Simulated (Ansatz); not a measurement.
`B[NH][GeH3]` + `O[Si](F)(Cl)Cl` → `F[Si](Cl)(Cl)[O][GeH3]` + `BN` at 298.15 K and 1 bar (ligand exchange at a Ge–N bond).

Isolated molecules relaxed with PBE0-D4/def2-TZVP in Ansatz; ΔE leaves out vibrations. CBS: MP2 limit from def2 TZ/QZ plus the TZ coupled-cluster correction, frozen cores. This one scheme is used for every species. For Ge outer-core shells are correlated without core-valence functions, which leaves a few kJ/mol of doubt a bond. Scalar relativity is left out up to krypton. One conformer a species, not always the lowest.

| species | CCSD(T)/CBS energy (Eh) | H − E (kJ/mol) | S (J/(mol·K)) |
| --- | --- | --- | --- |
| `B[NH][GeH3]` | -2159.24687 | 178.2 | 305.9 |
| `O[Si](F)(Cl)Cl` | -1384.43664 | 74.5 | 340.5 |
| `F[Si](Cl)(Cl)[O][GeH3]` | -3461.76595 | 119.1 | 424.2 |
| `BN` | -81.93499 | 137.2 | 228.1 |

H − E and S are ideal-gas, rigid-rotor, harmonic terms from PBE0-D4/def2-TZVP, for one conformer and one mirror image of each species. 1 Eh = 2625.50 kJ/mol, R = 8.31446 J/(mol·K).

By hand: ΔE, ΔH, ΔS and ΔG.

ΔE = (-3461.76595) + (-81.93499) − (-2159.24687) − (-1384.43664) = -0.01743 Eh = -45.8 kJ/mol. Δ(H − E) = 119.1 + 137.2 − 178.2 − 74.5 = 3.6, so ΔH = -42.2 kJ/mol. ΔS = 424.2 + 228.1 − 305.9 − 340.5 = 5.9 J/(mol·K). ΔG = -42.2 − 298.15 × (5.9)/1000 = -44.0 kJ/mol.

By hand: the equilibrium constant, and the temperature at which ΔG would vanish if ΔH and ΔS stayed fixed.

log₁₀ K = −ΔG/(RT ln 10) = 7.7. ΔH and −TΔS have one sign here, so there is no such temperature. One of them is within its doubt of zero, so this could turn.

The number of gas molecules stays the same, so ΔS is small and ΔH decides. A doubt of 5 kJ/mol in ΔE shifts log₁₀ K by 0.9 here. Other conformers and mirror images would add mixing entropy, several J/(mol·K) or more a flexible species. Modes under 60 cm⁻¹, often nearly free rotors, make the harmonic entropy too high. These are equilibria of isolated gas molecules and say nothing of rates. Largest T1 diagnostic: 0.013 (customary marks: 0.02 for closed shells, 0.045 for open ones).
